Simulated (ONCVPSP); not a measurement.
## Logarithmic derivatives: Ge (Z = 32), ONCV

* Element: germanium
* Generator: ONCVPSP 4.0.1
* Type: optimised norm-conserving Vanderbilt (ONCV)
* Functional: PW91
* Relativity: scalar-relativistic
* Frozen core: [Ar]
* Valence charge: 14
* Reference configuration: 3d10 4s2 4p2
* Partial waves: 4s: rc 1.72 bohr, ncon 4, nbas 7, qcut 3.9 1/bohr, 1 projector; 4p: rc 2.25 bohr, ncon 3, nbas 7, qcut 3.7 1/bohr, 3 projectors, debl 2.5 Ha; 3d: rc 0.90 bohr, ncon 4, nbas 9, qcut 17.1 1/bohr, 3 projectors, debl 3.1 Ha; f scattering state at 0.15 Ha: rc 2.25 bohr, ncon 4, nbas 8, qcut 5.2 1/bohr, 2 projectors, debl 3.3 Ha
* Local potential: polynomial inside 0.75 bohr (lpopt 5, dvloc0 0 Ha)
* Core correction: Teter function, fcfact 2, rcfact 1.25

The phase is arctan(r·R′/R) of the radial function R(r), unwrapped; energies in Ha, scanned from -3 to 5 Ha. A pole is an energy at which the radial function vanishes at the test radius. The pseudo phase is shifted by a multiple of π to meet the all-electron one at the reference energy, and phase errors are pseudo minus all-electron; the curves can meet again beyond the range given. Levels narrower than the energy grid can be missing from the lists of poles.

For each channel, where are the poles, and over which energies does the pseudopotential scatter like the atom?

```json
{"channel": "s", "radius (bohr)": "1.74", "reference energy (Ha)": "-0.43", "poles, all-electron": "2.08", "poles, pseudo": "1.76", "unbroken range about the reference energy with phases within 0.05 rad": "below 2.1", "phase error 1 Ha above the reference energy (rad)": "-0.009"}
{"channel": "p", "radius (bohr)": "2.28", "reference energy (Ha)": "-0.14", "poles, all-electron": "1.03", "poles, pseudo": "1.03", "unbroken range about the reference energy with phases within 0.05 rad": "the whole range", "phase error 1 Ha above the reference energy (rad)": "-0.000"}
{"channel": "d", "radius (bohr)": "0.91", "reference energy (Ha)": "-1.08", "poles, all-electron": "1.16", "poles, pseudo": "1.16", "unbroken range about the reference energy with phases within 0.05 rad": "the whole range", "phase error 1 Ha above the reference energy (rad)": "-0.000"}
{"channel": "f", "radius (bohr)": "2.28", "reference energy (Ha)": "0.15", "poles, all-electron": "2.92", "poles, pseudo": "2.92", "unbroken range about the reference energy with phases within 0.05 rad": "below 4.3", "phase error 1 Ha above the reference energy (rad)": "+0.005"}
```

Note: ghosts flagged at negative energy: s at -276.2 eV, f at -260.1 eV; GHOST(+) flagged for p at 148.9 eV. A true bound ghost makes a file unfit for plane-wave use.

Phases in the f channel:

| E (Ha) | all-electron | pseudo |
| --- | --- | --- |
| -2.98 | 1.380 | 1.380 |
| -2.54 | 1.365 | 1.366 |
| -2.10 | 1.347 | 1.347 |
| -1.66 | 1.324 | 1.324 |
| -1.22 | 1.293 | 1.293 |
| -0.78 | 1.248 | 1.249 |
| -0.34 | 1.180 | 1.180 |
| 0.10 | 1.058 | 1.058 |
| 0.54 | 0.789 | 0.789 |
| 0.98 | 0.051 | 0.054 |
| 1.42 | -0.891 | -0.887 |
| 1.86 | -1.271 | -1.269 |
| 2.30 | -1.437 | -1.435 |
| 2.74 | -1.537 | -1.536 |
| 3.18 | -1.619 | -1.619 |
| 3.62 | -1.716 | -1.716 |
| 4.06 | -1.899 | -1.892 |
| 4.50 | -2.682 | -2.541 |
| 4.94 | -4.178 | -4.047 |
